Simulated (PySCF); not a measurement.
Molfile (atoms numbered from 1):
```
C3H14OSi3
     RDKit          3D

 21 20  0  0  0  0  0  0  0  0999 V2000
   -1.7510    0.9655   -1.0161 C   0  0  0  0  0  0  0  0  0  0  0  0
   -1.5250   -0.0740    0.0668 C   0  0  0  0  0  0  0  0  0  0  0  0
   -2.5976   -1.1442    0.0892 C   0  0  0  0  0  0  0  0  0  0  0  0
   -0.2729   -0.7114   -0.1489 O   0  0  0  0  0  0  0  0  0  0  0  0
    1.1133   -0.3263    0.7066 Si  0  0  0  0  0  4  0  0  0  0  0  0
    2.8367   -1.6109   -0.2189 Si  0  0  0  0  0  4  0  0  0  0  0  0
    1.6585    1.9616    0.5733 Si  0  0  0  0  0  4  0  0  0  0  0  0
   -2.7149    1.4786   -0.8794 H   0  0  0  0  0  0  0  0  0  0  0  0
   -1.7457    0.4837   -2.0059 H   0  0  0  0  0  0  0  0  0  0  0  0
   -0.9564    1.7273   -1.0046 H   0  0  0  0  0  0  0  0  0  0  0  0
   -1.5167    0.4365    1.0524 H   0  0  0  0  0  0  0  0  0  0  0  0
   -2.6102   -1.6809   -0.8719 H   0  0  0  0  0  0  0  0  0  0  0  0
   -3.5919   -0.7047    0.2594 H   0  0  0  0  0  0  0  0  0  0  0  0
   -2.3954   -1.8741    0.8862 H   0  0  0  0  0  0  0  0  0  0  0  0
    0.9394   -0.6595    2.1624 H   0  0  0  0  0  0  0  0  0  0  0  0
    2.5454   -3.0731   -0.1111 H   0  0  0  0  0  0  0  0  0  0  0  0
    4.1096   -1.3160    0.5114 H   0  0  0  0  0  0  0  0  0  0  0  0
    3.0204   -1.2526   -1.6587 H   0  0  0  0  0  0  0  0  0  0  0  0
    2.9294    2.1992    1.3285 H   0  0  0  0  0  0  0  0  0  0  0  0
    1.8670    2.3702   -0.8511 H   0  0  0  0  0  0  0  0  0  0  0  0
    0.5894    2.8305    1.1604 H   0  0  0  0  0  0  0  0  0  0  0  0
  1  2  1  0
  2  3  1  0
  2  4  1  0
  4  5  1  0
  5  6  1  0
  5  7  1  0
  1  8  1  0
  1  9  1  0
  1 10  1  0
  2 11  1  0
  3 12  1  0
  3 13  1  0
  3 14  1  0
  5 15  1  0
  6 16  1  0
  6 17  1  0
  6 18  1  0
  7 19  1  0
  7 20  1  0
  7 21  1  0
M  END
```

Geometry: PBE0-D3(BJ)/def2-SVP; GIAO shifts from PySCF 2.14, gas phase, non-relativistic, averaged over equivalent atoms.

At PBE0/pcSseg-1 (210 basis functions, 72 s wall time on 1 thread of an Arm Neoverse N1, shared host):
| atoms | δ (ppm) |
| --- | --- |
| C2 | 71.5 |
| C1/C3 | 26.3 |
| O4 | 38.8 |
| Si5 | -12.2 |
| Si6/Si7 | -106.8 |
| H15 | 5.55 |
| H16/H17/H18/H19/H20/H21 | 3.56 |
| H11 | 3.43 |
| H8/H9/H10/H12/H13/H14 | 1.12 |

Scale: 13C (σ = 184.41 ppm) and 29Si (σ = 351.99 ppm) and 1H (σ = 31.27 ppm) vs TMS; 17O (σ = 334.56 ppm) against H2O (reference shieldings calculated alike).

Predict the values at KT3/pcSseg-1 on the same geometry.

## Answers


```tsv
atoms	δ at KT3/pcSseg-1	change
C2	72.7	+1.2
C1/C3	25.9	-0.4
O4	47.7	+8.9
Si5	-12.4	-0.2
Si6/Si7	-103.4	+3.4
H15	5.54	-0.01
H16/H17/H18/H19/H20/H21	3.45	-0.11
H11	3.60	+0.17
H8/H9/H10/H12/H13/H14	1.12	+0.00
```

Scale: TMS for 13C (σ = 182.31 ppm), 29Si (σ = 365.51 ppm), 1H (σ = 31.32 ppm); 17O (σ = 329.03 ppm) vs H2O (reference shieldings calculated alike).

The largest change is at O4 (oxygen bonded to C, Si). Cost: 210 basis functions, 83 s wall time on 1 thread of an Arm Neoverse N1, shared host.

Experimental scales use liquid or dissolved standards, which lie at an offset from isolated H2O (liquid H2O: subtract about 36 ppm).
